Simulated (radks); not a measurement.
Species: Cd V. Configuration: [Kr] 4d8.

Method: Dirac Kohn-Sham, PBE, spin-unpolarised, spherical densities, point nucleus; open shells are shared between the two j in proportion to 2j + 1; computed with a radial shooting solver on a logarithmic mesh with Libxc functionals.

Energy parts (hartree):
total: -5591.68170
kinetic: 5864.00129
electron-nucleus: -13479.57770
Hartree: 2176.84817
exchange-correlation: -152.95347

Orbitals (lengths in bohr, moments of r in powers of bohr; <r^-3> diverges for s and p1/2; r(max) is where P^2 peaks; r(90%) holds 90 % of the orbital's charge):
orbital  occ.  eigenvalue (hartree)   r(max)  <r^-3>  r(90%)     <r^2>  small-component weight
1s1/2       2             -976.2440  0.01967       -  0.0546  0.001250                3.10e-02
2s1/2       2             -146.6320   0.1113       -   0.203   0.02037                6.51e-03
2p1/2       2             -136.6429  0.08597       -   0.182   0.01520                6.52e-03
2p3/2       4             -129.5700  0.09031    3751   0.189   0.01652                6.25e-03
3s1/2       2             -28.97515   0.3240       -   0.527    0.1467                1.85e-03
3p1/2       2             -24.97351   0.3104       -   0.526    0.1419                1.79e-03
3p3/2       4             -23.70967   0.3204   682.1   0.542    0.1508                1.72e-03
3d3/2       4             -16.63236   0.2641   105.6   0.526    0.1316                1.60e-03
3d5/2       6             -16.37546   0.2670   99.16   0.531    0.1343                1.58e-03
4s1/2       2              -5.85793   0.7935       -    1.26    0.8582                4.86e-04
4p1/2       2              -4.56105   0.8250       -    1.36    0.9744                4.31e-04
4p3/2       4              -4.33985   0.8491   119.5    1.40     1.034                4.10e-04
4d3/2     3.2              -2.31530   0.9504   12.86    1.76     1.537                2.85e-04
4d5/2     4.8              -2.28476   0.9595   11.98    1.78     1.569                2.80e-04

The highest occupied level is 4d5/2 at -62.171 eV. Summed over all electrons, <r^2> = 22.90 bohr^2, which gives a Langevin (diamagnetic) susceptibility term of -18.1 x 10^-6 cm^3/mol. The density falls to 0.001 e/bohr^3 at r = 2.86 bohr.
